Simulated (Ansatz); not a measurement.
Stepwise reaction of `[AlH2][SiH3]` with hydrogen fluoride, as a gas-phase model of exchange steps in deposition or etching. ΔE in kJ/mol.

Calculated with Ansatz (gas phase, PBE0-D4/def2-TZVP geometries, no zero-point term in ΔE). CCSD(T)/CBS is the MP2 limit (def2-TZVPP, def2-QZVPP) plus CCSD(T) − MP2 in def2-TZVPP, frozen cores. This one scheme is used for every species. DFT in def2-TZVPP. B3LYP here is the variant with VWN-RPA as its local correlation; programs differ in this.

```json
{"step": "1", "reaction": "`[AlH2][SiH3]` + H–F → `F[SiH2][AlH2]` + H₂", "PBE-D4": "-87.3", "B3LYP-D4": "-97.6", "ωB97M-V": "-95.7", "CCSD(T)/CBS": "-92.7"}
{"step": "2", "reaction": "`F[SiH2][AlH2]` + H–F → `F[SiH](F)[AlH2]` + H₂", "PBE-D4": "-119.8", "B3LYP-D4": "-128.8", "ωB97M-V": "-128.6", "CCSD(T)/CBS": "-124.7"}
{"step": "3", "reaction": "`F[SiH](F)[AlH2]` + H–F → `F[Si](F)(F)[AlH2]` + H₂", "PBE-D4": "-140.5", "B3LYP-D4": "-148.5", "ωB97M-V": "-150.3", "CCSD(T)/CBS": "-146.3"}
```

Task: By hand: ΔE of the 3 steps together at CCSD(T)/CBS.

Result: (-92.7) + (-124.7) + (-146.3) = -363.7 kJ/mol, or -121.2 kJ/mol a step.

In ΔE each step is lower than the one before. All are downhill at CCSD(T)/CBS. PBE-D4 differs from CCSD(T)/CBS by 4.9 to 5.8 kJ/mol a step. Isolated molecules leave out the surface, adducts and barriers. Largest T1 diagnostic: 0.012.
